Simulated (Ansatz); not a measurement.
Cost and result for the atomization energy of `COBC=O` (10 atoms, 9 bonds).

Cartesian coordinates in Å:
```
C -0.745 -1.147 -1.092
O -0.209 -0.597 0.098
B 0.295 0.638 0.160
C 0.856 1.092 1.587
O 1.338 2.184 1.780
H -1.787 -1.416 -0.914
H -0.684 -0.434 -1.918
H -0.186 -2.050 -1.341
H 0.326 1.364 -0.794
H 0.796 0.366 2.434
```

Total charge 0; spin multiplicity 1. The geometry is a stationary point of PBE0-D4/def2-TZVP. It is one conformer, not always the lowest. Program: Ansatz. All runs use 2 threads of an Arm Neoverse V1 on a shared host. Times are those of one run each, without the atoms' runs, and a repeat can differ threefold. Electronic energies, without spin–orbit coupling; frozen cores. CCSD(T)/CBS adds CCSD(T) − MP2 in def2-TZVPP to the MP2 limit, and its time is that of the two runs behind it. T1 = 0.015.

CCSD(T)/CBS is a level of theory with its own doubt, some kJ/mol a heavy atom from the limit and from the frozen cores, so smaller differences don't rank the functionals.

```csv
level,functions,wall time
LDA (SPW92)/def2-TZVPP,225,1.6 s
revPBE-D4/def2-TZVPP,225,2.8 s
BLYP-D4/def2-TZVPP,225,2.9 s
CAM-B3LYP-D4/def2-TZVPP,225,4 s
r2SCAN-D4/def2-TZVPP (with forces),225,6.5 s
CCSD(T)/def2-SVP,95,6.5 s
B2PLYP/def2-TZVPP,225,7 s
PBE-QIDH/def2-TZVPP,225,7.5 s
ωB97X-V/def2-TZVPP,225,10 s
B97M-V/def2-TZVPP,225,13 s
MP2/def2-QZVPP,435,30 s
CCSD(T)/def2-TZVPP,225,2.8 min
CCSD(T)/CBS(def2),–,3.3 min
```

Task: What atomization energy does each give, and how far from CCSD(T)/CBS? (Estimate.)

Result: Computed: 
```
                             level  atomization (kJ/mol)  difference from CCSD(T)/CBS  per bond
            LDA (SPW92)/def2-TZVPP                4739.2                        653.5      72.6
              revPBE-D4/def2-TZVPP                4097.7                         12.0       1.3
                BLYP-D4/def2-TZVPP                4122.9                         37.2       4.1
           CAM-B3LYP-D4/def2-TZVPP                4124.5                         38.8       4.3
r2SCAN-D4/def2-TZVPP (with forces)                4112.3                         26.6       3.0
                  CCSD(T)/def2-SVP                3917.5                       -168.2     -18.7
                 B2PLYP/def2-TZVPP                4068.4                        -17.3      -1.9
               PBE-QIDH/def2-TZVPP                4065.9                        -19.8      -2.2
                ωB97X-V/def2-TZVPP                4098.8                         13.1       1.5
                 B97M-V/def2-TZVPP                4097.7                         12.0       1.3
                    MP2/def2-QZVPP                4146.0                         60.3       6.7
                CCSD(T)/def2-TZVPP                3985.2                       -100.5     -11.2
                 CCSD(T)/CBS(def2)                4085.7                          0.0       0.0
```

The D4 term adds +22.3 kJ/mol with B3LYP and +11.7 kJ/mol with PBE0; it sums over pairs of atoms, weighted by their polarisabilities, and B3LYP, whose exchange is more repulsive, gets the larger term. From BLYP to BHLYP (50 % exact exchange), in def2-TZVPP and without D4, the atomization energy moves by −159.0 kJ/mol: exact exchange takes away binding that semilocal exchange gives to molecules. In def2-TZVPP, CCSD(T) changes the Hartree–Fock value by +1023.5 kJ/mol (the triples alone add +68.2 kJ/mol) and MP2 by +1124.8 kJ/mol; breaking electron pairs costs correlation energy, which Hartree–Fock lacks.

B3LYP here is the variant with VWN-RPA as its local correlation; programs differ in this.
